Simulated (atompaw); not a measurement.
## Before and after: PAW (atompaw) potential for Nd

* Element: neodymium
* Generator: atompaw 4.2.0.5
* Type: PAW
* Functional: PBEsol
* Relativity: scalar-relativistic
* Frozen core: [Kr] 4d10
* Valence charge: 14
* Reference configuration: 4f4 5s2 5p6 5d0 6s2 6p0
* Partial waves: 5s (bound): rc 2.00 bohr; 6s (bound): rc 3.00 bohr; 5p (bound): rc 2.10 bohr; 6p (bound, empty): rc 3.00 bohr; 5d (bound, empty): rc 3.00 bohr; 5d channel at 4.15 Ry: rc 3.00 bohr; 4f (bound): rc 1.70 bohr; 4f channel at 4.55 Ry: rc 1.70 bohr
* Local potential: bessel scheme, radius 2.55 bohr
* Core correction: smooth core density matched at 1.70 bohr
* Augmentation charge: sinc compensation charge, radius 2.25 bohr; PAW radius 3.00 bohr; waves and projectors: custom rrkj gramschmidtortho

All-electron outer shells of the reference configuration (PBEsol, scalar-relativistic, ld1.x):

```csv
shell,level (eV),outermost node (bohr),outermost maximum (bohr)
4p,-225.70,0.32,0.59
4d,-116.57,0.29,0.62
5s,-40.49,0.72,1.32
5p,-22.10,0.77,1.50
6s,-3.52,1.77,3.78
5d,-1.93,0.88,2.24
4f,-1.79,–,0.67
6p,-1.22,2.14,5.04
```

Change: augmentation sinc compensation charge, radius 2.25 bohr; PAW radius 3.00 bohr; waves and projectors: modrrkj vanderbiltortho.

Cutoffs: the cutoffs (Ry, on a coarse ladder) from which the occupation-weighted sum of valence levels, in a spherical-Bessel basis at the reference potential, stays within 10 and 1 mRy of its value at 400 Ry; they do not see the model core or the augmentation charge, which bear on the density cutoff.

**Question.** What does the change do?

**Answer.** The potential gets neither clearly harder nor softer (45 Ry and 70 Ry → 45 Ry and 70 Ry); the f channel sets the loose cutoff, while the largest relative change is in s, which becomes softer; the range in which the p phases agree widens (upper end 1.0 → at the end of the scan); the range in which the d phases agree widens (upper end 2.4 → at the end of the scan); neither file shows a bound ghost.

```tsv
quantity	base	changed
cutoff, loose	45 Ry	45 Ry
cutoff, tight	70 Ry	70 Ry
loose cutoff by channel (10 mRy a level)	s 10 Ry, p 15 Ry, f 40 Ry	s 8 Ry, p 12 Ry, f 35 Ry
bound ghosts	none	none
s: phases at 3.01 bohr within 0.05 rad from the reference energy up to (Ry; the scan ends near 5)	4.4	3.8
p: phases at 3.01 bohr within 0.05 rad from the reference energy up to (Ry; the scan ends near 5)	1.0	to the end of the scan
d: phases at 3.01 bohr within 0.05 rad from the reference energy up to (Ry; the scan ends near 5)	2.4	to the end of the scan
f: phases at 3.01 bohr within 0.05 rad from the reference energy up to (Ry; the scan ends near 5)	0.8	n/a
lowest overlap eigenvalue by channel	s 0.06, p 0.02, d 0.86, f 0.95	s 0.65, p 0.72, d 0.66, f 1.00
```

 The cutoffs see the waves, projectors and local potential, not the compensation charge or the core.
